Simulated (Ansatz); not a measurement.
```yaml
crystal:
  periodic: [false, false, false]
  atoms:
    - {symbol: Cl, position_ang: [0.392510, 0.002964, 1.552593]}
    - {symbol: B, position_ang: [0.627249, 0.227540, 0.636333]}
    - {symbol: Br, position_ang: [-0.339404, 1.056045, -0.024578]}
    - {symbol: B, position_ang: [-0.606529, -0.218943, -0.537466]}
    - {symbol: Cl, position_ang: [-0.875314, -0.192576, -1.582262]}
    - {symbol: Br, position_ang: [0.491230, -0.915209, -0.255580]}
    - {symbol: H, position_ang: [1.458485, 0.622579, 0.457038]}
    - {symbol: H, position_ang: [-1.113397, -0.500845, -0.147444]}
basis:
  gaussian: {orbitals: cc-pVTZ}
hamiltonian: {xc: {name: SVWN5}}
accuracy: high
```

```sh
$ ansatz run in.yaml --threads 8 --pin off --events-out ev --progress --plain --max-ram 18278MiB
```

Output, abridged:

```
Functional definition: SVWN5
3768 factors; integrals over basis functions are off by at most 4.0e-9 eV
mean field evaluation 1: about -166080.5084 eV, gradient 1.8e2 eV
mean field evaluation 2: about -165846.7011 eV, gradient 3.7e2 eV
mean field evaluation 4: about -166135.9785 eV, gradient 3.2e1 eV
mean field evaluation 8: about -166137.5845 eV, gradient 7.1e-1 eV
mean field evaluation 16: about -166137.5822 eV, gradient 7.9e-4 eV
mean field -166137.58224052 eV, -6105.4435352414 hartree, gradient 2.7e-8 eV, S^2 0.000000; 0 other end points of the search recorded, 0 dependent functions left out
reference -166137.58224326 eV, -6105.4435353420 hartree; 58, 58 occupied and 184, 184 virtual orbitals, 3768 factors
Total energy: -166137.58224326 eV, -6105.4435353420 hartree
```

(1) Something in this input is off. What?

Results:

(1) The geometry is squeezed to about two thirds of its size. The calculation finished and met its thresholds. The result belongs to that input, not to the molecule as meant.
